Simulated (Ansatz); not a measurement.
`[SiH3]CCCCl` → `[SiH3]CCCl` + `[CH2]` (triplet) at 298.15 K and 1 bar (formal loss of a carbene).

Isolated molecules relaxed with PBE0-D4/def2-TZVP in Ansatz; ΔE leaves out vibrations. CCSD(T)/CBS adds triple-zeta CCSD(T) − MP2 to the extrapolated MP2 energy (def2 sets, frozen cores). This one scheme is used for every species. Triplets are unrestricted, without spin–orbit coupling. Each species was taken in one conformer, which may not be the lowest.

| species | CCSD(T)/CBS energy (Eh) | H − E (kJ/mol) | S (J/(mol·K)) |
| --- | --- | --- | --- |
| `[SiH3]CCCCl` | -868.43451 | 311.3 | 360.1 |
| `[SiH3]CCCl` | -829.17301 | 233.1 | 330.6 |
| `[CH2]` (triplet) | -39.09499 | 55.4 | 195.3 |

H − E and S are ideal-gas, rigid-rotor, harmonic terms from PBE0-D4/def2-TZVP, for one conformer and one mirror image of each species, with the whole ground term of open shells counted as degenerate. 1 Eh = 2625.50 kJ/mol, R = 8.31446 J/(mol·K).

Question: By hand: ΔE, ΔH, ΔS and ΔG.

Answer: ΔE = (-829.17301) + (-39.09499) − (-868.43451) = 0.16651 Eh = 437.2 kJ/mol. Δ(H − E) = 233.1 + 55.4 − 311.3 = -22.8, so ΔH = 414.4 kJ/mol. ΔS = 330.6 + 195.3 − 360.1 = 165.8 J/(mol·K). ΔG = 414.4 − 298.15 × (165.8)/1000 = 365.0 kJ/mol.

Question: By hand: the equilibrium constant, and the temperature at which ΔG would vanish if ΔH and ΔS stayed fixed.

Answer: log₁₀ K = −ΔG/(RT ln 10) = -63.9. ΔG = 0 at ΔH/ΔS = 2499 K.

The number of gas molecules changes by +1, which sets the sign of ΔS. A doubt of 5 kJ/mol in ΔE shifts log₁₀ K by 0.9 here. Other conformers and mirror images would add mixing entropy, several J/(mol·K) or more a flexible species. A triplet takes part, so the spin changes. These are equilibria of isolated gas molecules and say nothing of rates. Largest T1 diagnostic: 0.011 (customary marks: 0.02 for closed shells, 0.045 for open ones).
